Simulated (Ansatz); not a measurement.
Reaction R1 → P1 + P2, each structure at its B3LYP-D3(BJ)/def2-SVP stationary point, reached from a drawn start (curvature not checked).
R1: C3H10GeO3 (SMILES C[CH](C)[Ge]([OH])([OH])[OH]), charge 0, multiplicity 1.
P1: GeH3O3 (SMILES [OH][Ge]([OH])[OH]), charge 0, multiplicity 2.
P2: C3H7 (SMILES C[CH]C), charge 0, multiplicity 2.

P less R. No zero-point or thermal terms; singlets are restricted closed shells; open shells are unrestricted; no spin–orbit coupling. One arrangement of each flexible species, with no search for the lowest.

Correlated levels freeze the cores. In cc and def2 sets filled d and f shells under p-block atoms count as core.

Codes used: Ansatz (a first-principles code). All values are computed, each at the level named.

Total energies in hartree:

```tsv
structure	PBE/def2-TZVPP	PBE0/def2-TZVPP	CCSD(T)/cc-pVDZ
R1	-2422.541667	-2422.616252	-2420.643886
P1	-2304.087300	-2304.130949	-2302.398301
P2	-118.343601	-118.368289	-118.118725
```

Question: Work out the reaction energy at each level in kcal/mol (1 hartree = 627.50947 kcal/mol), and say how far PBE/def2-TZVPP lies from CCSD(T)/cc-pVDZ.

Answer: 
- PBE/def2-TZVPP: (-2304.087300) + (-118.343601) − (-2422.541667) = 0.110766 hartree = 69.51 kcal/mol
- PBE0/def2-TZVPP: (-2304.130949) + (-118.368289) − (-2422.616252) = 0.117014 hartree = 73.43 kcal/mol
- CCSD(T)/cc-pVDZ: (-2302.398301) + (-118.118725) − (-2420.643886) = 0.126860 hartree = 79.61 kcal/mol
PBE/def2-TZVPP less CCSD(T)/cc-pVDZ: -10.10 kcal/mol. CCSD(T)/cc-pVDZ is the level counted from, the highest shown, and no exact or measured value.
